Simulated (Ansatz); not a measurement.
CH3Zn (SMILES [CH3][Zn]), doublet, geometry from GFN2-xTB (such geometries of metal compounds can be far from the true shape) (the spin is typed, not shown lowest); PBE/pcseg-1 in Ansatz (a program for electronic structure).

Ansatz was given this input:
Ansatz 0.2 input:
```yaml
crystal:
  periodic: [false, false, false]
  atoms:
    - {symbol: Zn, position_ang: [-0.38392717, -0.22517148, -0.29469127]}
    - {symbol: C, position_ang: [1.19468286, 0.70067589, 0.91700364]}
    - {symbol: H, position_ang: [1.73777100, -0.07527670, 1.44514627]}
    - {symbol: H, position_ang: [0.74205525, 1.38249865, 1.62850049]}
    - {symbol: H, position_ang: [1.86989167, 1.24386721, 0.26506955]}
basis:
  gaussian:
    orbitals: pcseg-1.json
hamiltonian:
  xc: pbe
magnetization: {spin_polarized: true, initial_magnetization: 1}
```
The basis file holds pcseg-1 in the JSON format of the Basis Set Exchange.

The log (banner, timings and long lists left out):

```
Functional definition: PBE
714 factors; their error is unknown
mean field evaluation 1: about -49476.9263 eV, gradient 5.2e1 eV
mean field evaluation 2: about -49428.9698 eV, gradient 8.9e1 eV
mean field evaluation 4: about -49489.9372 eV, gradient 4.4e0 eV
mean field evaluation 8: about -49490.0515 eV, gradient 1.3e-1 eV
mean field evaluation 16: about -49490.0335 eV, gradient 6.4e-5 eV
mean field -49490.03351928 eV, -1818.7251862840 hartree, gradient 1.5e-5 eV, S^2 0.753579; 0 other end points of the search recorded, 0 dependent functions left out
reference -49490.03355341 eV, -1818.7251875384 hartree; 20, 19 occupied and 40, 41 virtual orbitals, 714 factors
Total energy: -49490.03355341 eV, -1818.7251875384 hartree
```
